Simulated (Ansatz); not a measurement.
`[AlH2][CH2][GaH2]` + `C=O` → `O=[CH][GaH2]` + `[CH3][AlH2]`  (formal exchange of groups at a Ga–C bond)

Calculated with Ansatz (gas phase, PBE0-D4/def2-TZVP geometries, no zero-point term in ΔE). CCSD(T)/CBS is the MP2 limit (def2-TZVPP, def2-QZVPP) plus CCSD(T) − MP2 in def2-TZVPP, frozen cores. This one scheme is used for every species. DFT in def2-TZVPP. For Ga outer-core shells are correlated without core-valence functions, which leaves a few kJ/mol of doubt a bond. Scalar relativity is left out up to krypton.

Is it downhill or uphill in electronic energy at CCSD(T)/CBS, and by how much? (An estimate is asked.)

Computed: Uphill: ΔE = +42.1 kJ/mol.

What do these levels give: B97M-V, r2SCANh-D4, r2SCAN0-D4, PBE-QIDH, revPBE, BLYP, r2SCAN, CAM-B3LYP, LC-ωPBE, CCSD(T)/def2-SVP, MP2/def2-TZVPP, HF/CBS(def2)? (An estimate is asked.)

Computed: B97M-V 33.6, r2SCANh-D4 34.9, r2SCAN0-D4 37.7, PBE-QIDH 41.3, revPBE 25.3, BLYP 21.8, r2SCAN 32.1, CAM-B3LYP 30.5, LC-ωPBE 34.7, CCSD(T)/def2-SVP 40.5, MP2/def2-TZVPP 46.0, HF/CBS(def2) 36.1 kJ/mol.

Largest T1 diagnostic among the species: 0.017.

The D4 term adds +3.6 kJ/mol with B3LYP and +2.1 kJ/mol with PBE0; it sums over pairs of atoms, weighted by their polarisabilities, and B3LYP, whose exchange is more repulsive, gets the larger term. Leaving LDA and LC-ωPBE aside and taking each functional with its dispersion term where it has one, the values, not all of them listed here, spread over 15.4 kJ/mol, from BLYP-D4 to PBE-QIDH. LDA lies +4.0 kJ/mol from PBE without D4. From PBE to PBE0 (25 % exact exchange), in def2-TZVPP and without D4, ΔE moves by +6.7 kJ/mol.

B3LYP here is the variant with VWN-RPA as its local correlation; programs differ in this.
